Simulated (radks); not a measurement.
Removal energies from the barium ion Ba12+, [Kr] 4d(3/2: 4, 5/2: 4), by Delta-SCF beside the eigenvalue of the level emptied. Calculated with a radial shooting solver on a logarithmic mesh with Libxc functionals: Dirac Kohn-Sham, relativistic LDA (MacDonald-Vosko exchange, VWN5 correlation), spin-unpolarised, spherical densities, finite nucleus; Fermi nuclear charge, rms radius of each element as measured or else 0.836 A^(1/3) + 0.57 fm. Sub-shells are occupied by j as written (lower j first in brackets).

removed from                                  final configuration  Delta-SCF (eV)  -eigenvalue (eV)
4d5/2                                     [Kr] 4d(3/2: 4, 5/2: 3)          298.46            284.06
4d3/2                                     [Kr] 4d(3/2: 3, 5/2: 4)          301.57            287.06
4p3/2         [Ar] 3d10 4s2 4p(1/2: 2, 3/2: 3) 4d(3/2: 4, 5/2: 4)          389.10            373.91
4p1/2         [Ar] 3d10 4s2 4p(1/2: 1, 3/2: 4) 4d(3/2: 4, 5/2: 4)          405.89            390.30
